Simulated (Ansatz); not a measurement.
Relaxation of CH₃BF₂OS (9 atoms, charge 0, multiplicity 1), to a largest force component of 0.015 eV/Å in at most 40 steps.

All numbers below come from RKS PBE0/STO-3G in Ansatz 0.2.0.

```xyz
9
Properties=species:S:1:pos:R:3
O 1.760 -0.298 -0.810
B 0.533 -0.741 -0.103
F 0.611 -1.903 0.730
C -0.794 -0.003 -0.284
F -1.221 -0.034 -1.633
S -0.763 1.722 0.296
H 2.162 0.397 -0.200
H -1.604 -0.534 0.300
H -0.596 1.347 1.687
```

Where does it end, and by what steps?

The forces met the threshold. Limits of this set-up: minimal basis. After 21 steps the energy has fallen by 1.841 eV; F3 moved furthest, 1.18 Å.

| step | energy less start (eV) | largest force component (eV/Å) | accepted |
| --- | --- | --- | --- |
| 0 | 0.0000 | 5.057 | yes |
| 1 | -0.6708 | 2.463 | yes |
| 2 | -0.8492 | 3.122 | yes |
| 3 | -1.2239 | 1.760 | yes |
| 4 | -1.4520 | 1.192 | yes |
| 5 | -1.5623 | 1.396 | yes |
| 6 | -1.6689 | 0.897 | yes |
| 7 | -1.7464 | 0.813 | yes |
| 8 | -1.7825 | 0.548 | yes |
| 9 | -1.8021 | 0.545 | yes |
| 10 | -1.8058 | 0.493 | yes |
| 11 | -1.8246 | 0.211 | yes |
| 12 | -1.8309 | 0.138 | yes |
| 13 | -1.8354 | 0.312 | yes |
| 14 | -1.8376 | 0.216 | yes |
| 15 | -1.8393 | 0.123 | yes |
| 16 | -1.8407 | 0.060 | yes |
| 17 | -1.8406 | 0.074 | no |
| 18 | -1.8411 | 0.025 | yes |
| 19 | -1.8411 | 0.023 | yes |
| 20 | -1.8412 | 0.022 | yes |
| 21 | -1.8412 | 0.006 | yes |

```xyz
9
Properties=species:S:1:pos:R:3
O 1.800 -0.301 0.125
B 0.662 -0.973 -0.173
F 0.677 -2.277 -0.390
C -0.727 -0.101 -0.219
F -1.503 -0.306 -1.365
S -0.217 1.698 -0.063
H 1.460 0.679 0.199
H -1.356 -0.316 0.679
H -0.709 1.850 1.190
```

Whether the end is a true minimum wasn't checked by a vibrational analysis.

The run took 91 s on 1 thread of Intel(R) Xeon(R) Processor @ 2.70GHz (shared host), peak memory 0.18 GiB.
